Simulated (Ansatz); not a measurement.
VSF₃⁺. The state is a doublet with charge 1. Geometry r2SCAN-D4/def2-SVP, that of the neutral singlet; atoms count from 1.

```xyz
5

V    -0.0032    0.0667    0.0055
S     0.0929   -1.9288   -0.1578
F    -1.6356    0.5364    0.1369
F     0.6928    0.7725   -1.3801
F     0.8531    0.5532    1.3955
```

**Question.** Estimate the Mulliken populations from the PBE0/def2-TZVP orbitals of Ansatz.

**Answer.** 
```json
{"atom": "V1", "charge (e)": "1.61", "spin (α − β)": "-0.06", "d electrons": "2.96"}
{"atom": "S2", "charge (e)": "0.20", "spin (α − β)": "0.98", "d electrons": "–"}
{"atom": "F3", "charge (e)": "-0.28", "spin (α − β)": "0.01", "d electrons": "–"}
{"atom": "F4", "charge (e)": "-0.28", "spin (α − β)": "0.01", "d electrons": "–"}
{"atom": "F5", "charge (e)": "-0.26", "spin (α − β)": "0.06", "d electrons": "–"}
```
Mulliken values and Mayer orders depend strongly on the basis.

**Question.** Where does the spin sit?

**Answer.** Summed by element: V -0.06, S 0.98, F 0.08, of 1 unpaired in all. Largest on single atoms: S2 0.98, F5 0.06, V1 -0.06.

**Question.** And the Mayer bond orders between bonded heavy atoms (over 0.3)?

**Answer.** V1–S2 1.59 (2.00 Å); V1–F3 1.09 (1.70 Å); V1–F4 1.09 (1.70 Å); V1–F5 1.13 (1.70 Å).
